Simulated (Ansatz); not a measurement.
The Zn1–H2 bond of H2SeZn (SMILES [ZnH][SeH]) is stretched (multiplicity 1, the rest rigid).
Geometry at rest (charge 0, multiplicity 1):
```xyz
4

Zn    -0.70919    -0.50984    -0.82880
H     -1.61369    -1.16460    -1.88282
Se     0.65396     0.50525     0.74073
H      0.65501    -0.71868     1.56184
```

Cores are frozen in the correlated methods. Filled d and f shells under p-block atoms count as core.

Run with Ansatz (a first-principles code) with Gaussian orbitals. Each number belongs to the level named beside it.

FIC-MRCISD+Q on CASSCF(2,2)/def2-TZVPP, total energies (hartree):

```json
[
 {"R (Å)": "1.536", "CASSCF": "-4178.851493", "MRCISD": "-4179.414433", "weight c² of the reference": "0.90264"},
 {"R (Å)": "2.687", "CASSCF": "-4178.781562", "MRCISD": "-4179.330246", "weight c² of the reference": "0.90480"},
 {"R (Å)": "4.914", "CASSCF": "-4178.745174", "MRCISD": "-4179.292696", "weight c² of the reference": "0.90544"}
]
```

**Question.** Add the Davidson correction (E_MRCISD − E_CASSCF)(1 − c²)/c² and give the energies above the first point at the three levels.

**Answer.** 
Corrections (hartree): -0.060722, -0.057732, -0.057179. Above the first point (kcal/mol):
- R = 2.687 Å: CASSCF 43.9, MRCISD 52.8, with the correction 54.7
- R = 4.914 Å: CASSCF 66.7, MRCISD 76.4, with the correction 78.6
